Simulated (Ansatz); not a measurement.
`[SeH][SiH2]Br`, relaxed with RKS PBE-D4/def2-SVP in the Gaussian-basis code of Ansatz from a rough embedded geometry. The force threshold is 0.03 eV/Å; the program also tests the step.

Charge 0, multiplicity 1.

Start:

```xyz
6

Se    1.124   -0.688   -1.288
Si   -0.523    0.221   -0.027
Br    0.351    1.651    1.503
H     1.743   -1.255    0.043
H    -1.243   -0.878    0.668
H    -1.451    0.949   -0.899
```

| step | energy (eV) | largest force (eV/Å) | largest move (Å) |
| --- | --- | --- | --- |
| 1 | -143280.7866 | 1.228 | 0.000 |
| 2 | -143280.8902 | 0.229 | 0.136 |
| 3 | -143280.8987 | 0.086 | 0.035 |
| 4 | -143280.9002 | 0.031 | 0.018 |
| 5 | -143280.9024 | 0.093 | 0.087 |
| 6 | -143280.9029 | 0.008 | 0.015 |

End:

```xyz
6

Se    1.181   -0.642   -1.262
Si   -0.499    0.235    0.019
Br    0.207    1.729    1.541
H     1.735   -1.412   -0.119
H    -1.222   -0.840    0.774
H    -1.402    0.930   -0.954
```

Run time 9.5 s (4 threads of a server CPU on a shared host); peak host memory 0.18 GiB.
